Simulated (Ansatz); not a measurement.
System: TeCl₂, net charge -1, doublet state. 
Structure (B3LYP-D3(BJ)/def2-TZVP (Ansatz, a program for electronic structure) minimum search):
```xyz
3

Te     0.0000     0.0000     0.0000
Cl     0.0000     0.0000     2.6095
Cl     0.0000     0.0000    -2.6095
```
Charge -1, spin multiplicity 2.

Basis-set convergence of Hartree-Fock and CCSD correlation energies (hartree) with Ansatz. Valence correlation only, unless marked. Open shells are spin-unrestricted. No spin-orbit coupling. The frozen core is the preceding noble-gas configuration, with the filled d and f shells of earlier blocks. Past Kr the def2 sets carry scalar-relativistic core potentials. This anion needs diffuse functions, which these sets lack.

```csv
basis,functions,E(HF),"E(corr, CCSD)"
def2-SVP,62,-1185.79828,-0.38067
def2-TZVPP,134,…,…
```

Fill in the missing entries.


- def2-TZVPP, E(HF): -1186.13647
- def2-TZVPP, E(corr, CCSD): -0.54781
